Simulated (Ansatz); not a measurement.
Relaxation of a periodic cell of 17 atoms, Si₁₆Au (host Si, host structure diamond, interstitial Au), to a largest force component of 0.03 eV/Å in at most 60 steps.

All numbers below come from DFT LDA, scalar-relativistic, plane waves, PAW (Ansatz 0.2.0). Settings: PAW set soft_1, cutoff 420 eV, k mesh 2x2x2, gaussian smearing 0.05 eV, spin collinear.

```xyz
17
Lattice="0.0000 5.4300 5.4300 5.4300 0.0000 5.4300 5.4300 5.4300 0.0000" Properties=species:S:1:pos:R:3
Si 0.000 0.000 0.000
Si 1.357 1.357 1.357
Si 2.715 2.715 0.000
Si 4.072 4.072 1.357
Si 2.715 0.000 2.715
Si 4.072 1.357 4.072
Si 5.430 2.715 2.715
Si 6.787 4.072 4.072
Si 0.000 2.715 2.715
Si 1.357 4.072 4.072
Si 2.715 5.430 2.715
Si 4.072 6.787 4.072
Si 2.715 2.715 5.430
Si 4.072 4.072 6.787
Si 5.430 5.430 5.430
Si 6.787 6.787 6.787
Au 6.114 3.371 6.132
```

Task: Where does it end, and by what steps?

Result: The run converged. Limits of this set-up: coarse k mesh, PAW files made for another functional, a small cell, in which the defect meets its images. After 4 steps the energy has fallen by 1.987 eV; Si5 moved furthest, 0.33 Å.

```json
{"step": "0", "energy less start (eV)": "0.0000", "largest force component (eV/Å)": "4.049", "accepted": "yes"}
{"step": "1", "energy less start (eV)": "-1.7703", "largest force component (eV/Å)": "1.057", "accepted": "yes"}
{"step": "2", "energy less start (eV)": "-1.9789", "largest force component (eV/Å)": "0.104", "accepted": "yes"}
{"step": "3", "energy less start (eV)": "-1.9864", "largest force component (eV/Å)": "0.045", "accepted": "yes"}
{"step": "4", "energy less start (eV)": "-1.9871", "largest force component (eV/Å)": "0.002", "accepted": "yes"}
```

```xyz
17
Lattice="0.0000 5.4300 5.4300 5.4300 0.0000 5.4300 5.4300 5.4300 0.0000" Properties=species:S:1:pos:R:3
Si 0.069 -0.020 0.070
Si 1.461 1.224 1.462
Si 2.847 2.610 -0.102
Si 4.092 4.003 1.290
Si 2.906 0.189 2.907
Si 4.249 1.532 4.250
Si 5.499 2.782 2.697
Si 6.891 4.174 3.942
Si -0.103 2.610 2.848
Si 1.289 4.003 4.093
Si 2.539 5.252 2.540
Si 3.882 6.596 3.883
Si 2.696 2.782 5.500
Si 3.941 4.174 6.892
Si 5.327 5.561 5.328
Si 6.719 6.805 6.720
Au 6.109 3.392 6.110
```

The run took 47 s on 2 threads of Arm Neoverse V1 (shared host), peak memory 0.69 GiB.
